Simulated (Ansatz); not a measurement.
Relaxation of H$_{5}$NO$_{3}$Si (10 atoms, charge 0, multiplicity 1), to a largest force component of 0.02 eV/Å in at most 40 steps.

Level of theory: RKS B3LYP-D4/STO-3G (Ansatz 0.2.0).

```xyz
10
Properties=species:S:1:pos:R:3
Si 0.000 0.000 0.000
O 0.000 0.000 1.680
H -0.909 -0.281 2.017
O 1.584 0.000 -0.559
H 1.901 -0.952 -0.676
O -0.791 1.371 -0.559
H -1.749 1.140 -0.782
N -0.857 -1.485 -0.606
H -1.392 -2.101 0.070
H -0.822 -1.734 -1.636
```

Task: Where does it end, and by what steps?

Result: The run converged. The force dipped under the threshold on the way, but the program's further checks kept it going. Limits of this set-up: minimal basis. After 23 steps the energy has fallen by 0.503 eV; H5 moved furthest, 0.90 Å.

```
step  energy less start (eV)  largest force component (eV/Å)  accepted
   0                  0.0000                           3.036       yes
   1                 -0.2877                           1.559       yes
   2                 -0.3672                           0.466       yes
   3                 -0.4103                           0.369       yes
   4                 -0.4016                           0.605        no
   5                 -0.4440                           0.282       yes
   6                 -0.4691                           0.186       yes
   7                 -0.4697                           0.679       yes
   8                 -0.4863                           0.208       yes
   9                 -0.4942                           0.189       yes
  10                 -0.4942                           0.654        no
  11                 -0.4983                           0.174       yes
  12                 -0.4997                           0.107       yes
  13                 -0.5010                           0.026       yes
  14                 -0.5009                           0.138        no
  15                 -0.5012                           0.017       yes
  16                 -0.4978                           0.508        no
  17                 -0.5017                           0.053       yes
  18                 -0.5018                           0.093       yes
  19                 -0.5020                           0.075       yes
  20                 -0.5023                           0.007       yes
  21                 -0.5024                           0.047       yes
  22                 -0.5025                           0.020       yes
  23                 -0.5025                           0.003       yes
```

```xyz
10
Properties=species:S:1:pos:R:3
Si -0.067 -0.121 -0.118
O 0.147 -0.125 1.572
H -0.780 -0.299 1.962
O 1.513 -0.246 -0.730
H 2.071 -0.511 0.084
O -0.682 1.302 -0.812
H -1.697 1.187 -0.772
N -1.229 -1.393 -0.506
H -0.917 -2.344 -0.193
H -1.395 -1.492 -1.536
```

Time of the run: 57 s on 1 thread of Arm Neoverse V1, on a shared host, peak memory 0.12 GiB.
